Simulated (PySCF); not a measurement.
The third ionisation energy along the second row

Calculated with PySCF 2.14 from differences of total energies of unrestricted determinants, without spin-orbit coupling. Values in eV. The last column holds reference values (NIST; (s) semi-empirical, (t) theoretical, else measured). Unmarked ones compare directly (S terms, centres of terms, or small fine structure); those marked * lie between the lowest fine-structure levels and include a spin-orbit shift.

```tsv
element	configurations	UHF	PBE	PBE0	r2SCAN	CCSD (valence)	CCSD(T) (valence)	reference
Be (aug-cc-pVDZ, non-relativistic)	1s2 → 1s1	153.97	n/a	n/a	n/a	153.98	153.98	153.90 (t)
B (aug-cc-pVDZ, non-relativistic)	[He] 2s1 → 1s2	37.722	38.147	38.104	37.747	n/a	n/a	37.931
C (aug-cc-pVDZ, non-relativistic)	[He] 2s2 → [He] 2s1	45.825	47.149	47.090	46.652	47.785	47.785	47.888
N (aug-cc-pVDZ, non-relativistic)	[He] 2s2 2p1 → [He] 2s2	47.313	48.067	48.041	48.213	47.039	47.054	47.445 (s) *
F (aug-cc-pVDZ, non-relativistic)	[He] 2s2 2p3 → [He] 2s2 2p2	62.231	62.925	62.975	63.197	62.317	62.316	62.708 (s) *
Ne (aug-cc-pVDZ, non-relativistic)	[He] 2s2 2p4 → [He] 2s2 2p3	61.710	63.890	63.705	63.550	62.470	62.484	63.423 *
```

Problem. Fill in the row of O (aug-cc-pVDZ, non-relativistic) ([He] 2s2 2p2 → [He] 2s2 2p1).

Solution. UHF 54.634; PBE 55.353; PBE0 55.370; r2SCAN 55.640; CCSD (valence) 54.546; CCSD(T) (valence) 54.551; reference 54.936 (s) * (eV).

"Valence" correlates the outer s and p shells and, in groups 3 to 12 and the f block, the outer d or f shell, open or full, or the next shell where the ion has no valence electron left; the wider scheme adds the next inner shell.
